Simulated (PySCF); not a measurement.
Point-charge models of `C1CCN([SiH]2CCC2)C1` against its computed dipole.

Coordinates (GFN2-xTB, Å) and charges (e) from the PBE0/pcSseg-1 density (PySCF):

| atom | x | y | z | Mulliken | IAO | Hirshfeld | ESP-fitted |
| --- | --- | --- | --- | --- | --- | --- | --- |
| C1 | -2.544 | -0.278 | -0.910 | -0.2437 | -0.2824 | -0.0759 | -0.0959 |
| C2 | -2.638 | 0.529 | 0.397 | -0.2425 | -0.2830 | -0.0758 | -0.0290 |
| C3 | -1.456 | 0.014 | 1.236 | -0.0123 | -0.1527 | -0.0255 | +0.0068 |
| N4 | -0.504 | -0.501 | 0.275 | -0.7462 | -0.5111 | -0.1824 | -0.6557 |
| Si5 | 0.766 | 0.517 | -0.278 | +0.8916 | +0.9915 | +0.3861 | +0.9231 |
| C6 | 2.257 | 0.684 | 0.891 | -0.5242 | -0.5592 | -0.1726 | -0.4421 |
| C7 | 3.187 | 0.234 | -0.250 | -0.2248 | -0.2463 | -0.0703 | +0.0358 |
| C8 | 2.156 | -0.382 | -1.211 | -0.5347 | -0.5568 | -0.1718 | -0.4377 |
| C9 | -1.332 | -1.196 | -0.689 | -0.0138 | -0.1515 | -0.0256 | +0.0849 |
| H10 | -2.360 | 0.383 | -1.756 | +0.1252 | +0.1357 | +0.0362 | +0.0423 |
| H11 | -3.449 | -0.850 | -1.109 | +0.1196 | +0.1375 | +0.0382 | +0.0355 |
| H12 | -3.587 | 0.378 | 0.910 | +0.1196 | +0.1375 | +0.0380 | +0.0228 |
| H13 | -2.523 | 1.595 | 0.202 | +0.1256 | +0.1366 | +0.0360 | +0.0333 |
| H14 | -1.785 | -0.812 | 1.877 | +0.1191 | +0.1293 | +0.0352 | +0.0925 |
| H15 | -1.006 | 0.784 | 1.858 | +0.1226 | +0.1374 | +0.0450 | +0.0407 |
| H16 | 0.391 | 1.801 | -0.906 | -0.1014 | -0.1656 | -0.0929 | -0.2004 |
| H17 | 2.502 | 1.661 | 1.296 | +0.1296 | +0.1374 | +0.0268 | +0.0716 |
| H18 | 2.263 | -0.029 | 1.713 | +0.1367 | +0.1471 | +0.0355 | +0.1144 |
| H19 | 3.970 | -0.456 | 0.062 | +0.1256 | +0.1341 | +0.0361 | +0.0380 |
| H20 | 3.662 | 1.099 | -0.712 | +0.1184 | +0.1334 | +0.0373 | +0.0354 |
| H21 | 2.124 | -1.465 | -1.117 | +0.1369 | +0.1456 | +0.0356 | +0.1188 |
| H22 | 2.332 | -0.143 | -2.256 | +0.1305 | +0.1378 | +0.0272 | +0.0715 |
| H23 | -1.657 | -2.145 | -0.247 | +0.1171 | +0.1284 | +0.0348 | +0.0756 |
| H24 | -0.780 | -1.403 | -1.602 | +0.1258 | +0.1394 | +0.0449 | +0.0179 |

**Question.** What dipole does each set of charges give (1 e·Å = 4.803 D), and what does the density give?

**Answer.** The full density gives (-1.28, -0.04, -0.05) D, 1.28 D in size; dipole vectors point from the negative to the positive end.

| scheme | μx | μy | μz | size (D) | share of the full size (%) | angle to the full dipole (°) |
| --- | --- | --- | --- | --- | --- | --- |
| Mulliken | -3.16 | 1.10 | -0.60 | 3.40 | 265 | 22 |
| IAO | -1.92 | 0.79 | -0.45 | 2.13 | 166 | 26 |
| Hirshfeld | -1.19 | 0.00 | -0.01 | 1.19 | 93 | 3 |
| ESP-fitted | -1.28 | -0.01 | -0.07 | 1.28 | 100 | 2 |

**Question.** Which set comes closest?

**Answer.** Length of the difference vector: ESP-fitted 0.03 D, Hirshfeld 0.11 D, IAO 1.12 D, Mulliken 2.26 D. Closest: ESP-fitted. ESP charges are fitted to the potential around the molecule, whose slowest-falling term is the dipole's. The schemes that divide the density aren't constrained to reproduce the dipole.

**Question.** What is left for the Hirshfeld atoms' own dipoles?

**Answer.** The Hirshfeld atoms' densities add up to the full density, so μ = Σ q r + Σ (atomic dipoles). The atomic dipoles sum to (-1.28, -0.04, -0.05) − (-1.19, 0.00, -0.01) = (-0.09, -0.04, -0.04) D, 0.11 D in size.

**Question.** With the origin at the mean of the coordinates, (0.000, 0.001, -0.097) Å, which are the largest single terms, by size, of the Mulliken dipole along the direction of the full one?

**Answer.** C6 +5.83, C8 +5.39, C7 +3.44, Si5 -3.31, C2 -3.03 D; all 24 atoms together +3.15 D. The single terms depend on the origin, their sum doesn't.

**Question.** Give the size of the full dipole in other units.

**Answer.** 1.28 D = 0.504 au = 0.267 e·Å = 4.28 × 10⁻³⁰ C·m.

The structure is a single GFN2-xTB conformer in the gas phase; no vibrational or solvent corrections.
